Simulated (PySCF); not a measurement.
C7H7 (doublet state).
Bonds: C1–C2 (double), C2–C3, C3–C4, C4–C5 (double), C5–C6, C6–C7 (double), C1–C7. Hydrogens: H8 on C2; H9, H10 on C3; H11 on C4; H12 on C5; H13 on C6; H14 on C7.

The calculation used PySCF, PBE0-D3(BJ)/def2-SVP geometry optimisation, gas phase.

List the bond lengths, angles and torsions at this level.

```json
{"bond": "C1=C2", "length (pm)": "132.8"}
{"bond": "C2–C3", "length (pm)": "151.6"}
{"bond": "C3–C4", "length (pm)": "150.2"}
{"bond": "C4=C5", "length (pm)": "135.9"}
{"bond": "C5–C6", "length (pm)": "143.8"}
{"bond": "C6=C7", "length (pm)": "138.0"}
{"bond": "C1–C7", "length (pm)": "140.0"}
{"bond": "C2–H8", "length (pm)": "109.5"}
{"bond": "C3–H9, C3–H10", "length (pm)": "110.2"}
{"bond": "C4–H11", "length (pm)": "109.5"}
{"bond": "C5–H12", "length (pm)": "109.5"}
{"bond": "C6–H13", "length (pm)": "109.5"}
{"bond": "C7–H14", "length (pm)": "109.5"}
```

Bonds in one row agree within 1 pm and their mean is given. A selection of angles:
```json
{"angle": "C2–C1–C7", "degrees": "135.6"}
{"angle": "C1–C2–C3", "degrees": "116.8"}
{"angle": "C1–C2–H8", "degrees": "122.8"}
{"angle": "C3–C2–H8", "degrees": "120.2"}
{"angle": "C2–C3–C4", "degrees": "106.0"}
{"angle": "C2–C3–H9", "degrees": "111.5"}
{"angle": "C2–C3–H10", "degrees": "110.1"}
{"angle": "C4–C3–H9", "degrees": "111.2"}
{"angle": "C4–C3–H10", "degrees": "110.4"}
{"angle": "H9–C3–H10", "degrees": "107.7"}
{"angle": "C3–C4–C5", "degrees": "124.2"}
{"angle": "C3–C4–H11", "degrees": "117.9"}
{"angle": "C5–C4–H11", "degrees": "117.8"}
{"angle": "C4–C5–C6", "degrees": "127.1"}
{"angle": "C4–C5–H12", "degrees": "117.1"}
{"angle": "C6–C5–H12", "degrees": "115.9"}
{"angle": "C5–C6–C7", "degrees": "125.6"}
{"angle": "C5–C6–H13", "degrees": "116.8"}
{"angle": "C7–C6–H13", "degrees": "117.5"}
{"angle": "C6–C7–H14", "degrees": "119.0"}
{"angle": "C1–C7–C6", "degrees": "120.8"}
{"angle": "C1–C7–H14", "degrees": "120.1"}
```

Torsions: C7–C1–C2–C3 -16° (synperiplanar); C1–C2–C3–C4 68° (synclinal); C2–C3–C4–C5 -63° (synclinal); C3–C4–C5–C6 6° (synperiplanar); C4–C5–C6–C7 26° (synperiplanar); C5–C6–C7–C1 4° (synperiplanar); C2–C1–C7–C6 -28° (synperiplanar). The mirror-image conformer, all signs reversed, is as good.

C5 (carbon bonded to 2 C and H) is planar (angles 127.1°, 117.1° and 115.9°, sum 360.0°, 0.00 Å off the plane of its three neighbours). C1 (carbon bonded to 2 C) is bent (angle 135.6°). The 7 C–C bonds span 1.328 Å (C1=C2, drawn double) to 1.516 Å (C2–C3, drawn single), a spread of 0.188 Å. C4 (carbon bonded to 2 C and H) is planar (angles 124.2°, 117.9° and 117.8°, sum 360.0°, 0.00 Å off the plane of its three neighbours). The 7-membered ring C1–C2–C3–C4–C5–C6–C7 has internal angles of 106.0° to 135.6° (sum 856°, against 900° for a flat polygon); it is puckered, 0.28 Å rms from its mean plane, widest ring torsion 68°. Of the pairs four or more bonds apart, C7···H10 is among the closest relative to their van der Waals radii: 3.00 Å, 103 % of the sum of Bondi's values. C6 (carbon bonded to 2 C and H) is planar (angles 125.6°, 117.5° and 116.8°, sum 359.9°, 0.03 Å off the plane of its three neighbours).

Whether it is a minimum is left open (no frequencies). ⟨S²⟩ = 0.800 (exact for a doublet: 0.75).
